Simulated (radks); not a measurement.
Ta2+, configuration [Kr] 4d10 4f14 5s2 5p5.75 5d3 6p0.25 (fractional occupations, a model configuration). Method: Dirac Kohn-Sham, PBE, spin-unpolarised, spherical densities, point nucleus; open shells fill j = l - 1/2 first; computed with a radial shooting solver on a logarithmic mesh with Libxc functionals.

Normalised radial functions P(r) = r R(r) (large component), r in bohr:

r,4f5/2,4f7/2,6s1/2
0.003183,0.0000,0.0000,0.0492
0.004314,0.0000,0.0000,0.0573
0.005894,0.0000,0.0000,0.0642
0.007988,0.0000,0.0000,0.0669
0.01091,0.0001,0.0001,0.0620
0.01479,0.0004,0.0003,0.0454
0.02021,0.0011,0.0009,0.0131
0.02738,0.0031,0.0027,-0.0320
0.03711,0.0085,0.0077,-0.0794
0.0507,0.0231,0.0215,-0.1046
0.06872,0.0578,0.0545,-0.0750
0.09388,0.1365,0.1302,0.0210
0.1272,0.2852,0.2745,0.1265
0.1724,0.5275,0.5120,0.1354
0.2356,0.8519,0.8328,-0.0168
0.3192,1.1448,1.1267,-0.1944
0.4361,1.2751,1.2638,-0.1599
0.5911,1.1625,1.1612,0.1143
0.8011,0.8800,0.8875,0.3399
1.094,0.5479,0.5598,0.2263
1.483,0.2833,0.2944,-0.1847
2.026,0.1133,0.1206,-0.5874
2.746,0.0345,0.0379,-0.6817
3.752,0.0067,0.0077,-0.4696
5.085,0.0008,0.0009,-0.1956
6.891,0.0000,0.0001,-0.0435
9.414,0.0000,0.0000,-0.0040

4f5/2: eigenvalue -42.621 eV, 0 radial nodes, <r> = 0.633 bohr, 90 % of the charge inside 1.06 bohr. 4f7/2: eigenvalue -40.637 eV, 0 radial nodes, <r> = 0.644 bohr, 90 % of the charge inside 1.08 bohr. 6s1/2 (empty): eigenvalue -18.907 eV, 5 radial nodes at r = 0.0222, 0.0887, 0.230, 0.529, 1.31 bohr, <r> = 2.87 bohr, 90 % of the charge inside 4.14 bohr.
